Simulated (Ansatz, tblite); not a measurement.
Cost and result up the ladder for [WOF4]- (WOF4⁻) (6 atoms). Total charge -1; doublet. Geometry: r2SCAN-D4/def2-SVPD.

```xyz
6

W     0.0106   -0.1164    0.0438
O     0.1551   -1.7114    0.6443
F     0.4454    1.1233    1.4774
F    -1.8143    0.4873    0.3389
F    -0.5285   -0.2071   -1.8223
F     1.7316    0.4244   -0.6822
```

Ansatz on 4 threads of Arm Neoverse V1 on a shared host; xTB runs through tblite on one thread. Times are rough, summed over both states, and most runs start from the orbitals of an earlier one. ωB97X-V/def2-TZVPD serves as the yardstick here, not as an exact answer. Differences are given only for rows in sets of like size (and for xTB, whose basis is part of the method), since another set adds its own error. The other state is a singlet.

In the def2 sets W takes a core potential; there is no spin–orbit coupling. The xTB rows come from tblite. Correlated methods freeze 5 core orbitals; core or outer-core shells of W are correlated, in sets that lack core-valence functions. The rows differ in basis, and correlated rows in double-zeta sets carry the largest basis error. No other spin state of charge -1 was run.

Correlated methods converge slowly with the basis, most of all in double-zeta sets.

Raw xTB energies of ions are shifted by several eV, and xTB has no spin-polarisation term.

```
                           level  functions  wall time  vertical IE (eV)  difference from ωB97X-V/def2-TZVPD (eV)                                   remarks
                        GFN1-xTB         29    0.009 s              6.03                                     2.85                                         –
                        GFN2-xTB         29    0.011 s              6.33                                     3.15                                         –
               PBE-D4/def2-TZVPD        243      9.2 s              2.42                                    -0.77              HOMO above zero (-1 doublet)
PBE0-D4/def2-TZVPD (with forces)        243       21 s              3.07                                    -0.11                                         –
              ωB97X-V/def2-TZVPD        243       31 s              3.18                                     0.00                                         –
               CCSD(T)/def2-SVPD        150    6.5 min              3.08                                        –  test for broken spin undecided (singlet)
```
